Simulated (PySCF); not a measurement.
An equivalent PySCF input for Br³⁺ (bromine, charge +3), [Ar] 3d10 4s2 4p2, high-spin 3P determinant, with scalar relativity by spin-free X2C-1e:

```python
from pyscf import gto, scf, dft, mp, cc
import basis_set_exchange as bse
mol = gto.M(atom="Br 0 0 0", charge=3, spin=2, symmetry="D2h",
            basis=gto.basis.parse(bse.get_basis("cc-pVDZ-DK", elements=["Br"], fmt="nwchem", header=False)),
            nucmod="G")
mf = scf.UHF(mol).sfx2c1e()
mf.irrep_nelec = {'Ag': (6, 6), 'B1g': (1, 1), 'B2g': (1, 1), 'B3g': (1, 1), 'B1u': (3, 2), 'B2u': (3, 2), 'B3u': (2, 2)}
mf.kernel()
```

It reaches the same state as the run whose output follows, and the same energy. The run itself started from symmetry-adapted Hartree-Fock orbitals and held the occupation by maximum overlap, so the iterations belong to that start.

```
SCF conv_tol = 1e-09
number electrons alpha = 17  beta = 15
cycle= 1 E= -2601.88728991062  delta_E= -0.00347  |g|= 0.0205  |ddm|= 0.0844
cycle= 2 E= -2601.88758754505  delta_E= -0.000298  |g|= 0.00606  |ddm|= 0.025
cycle= 3 E= -2601.88761615168  delta_E= -2.86e-05  |g|= 0.000111  |ddm|= 0.0108
cycle= 4 E= -2601.88761616037  delta_E= -8.69e-09  |g|= 9.19e-06  |ddm|= 0.000541
cycle= 5 E= -2601.88761616044  delta_E= -6.55e-11  |g|= 1.04e-06  |ddm|= 7.56e-05
converged SCF energy = -2601.88761616044  <S^2> = 2.0061088  2S+1 = 3.0040697
```
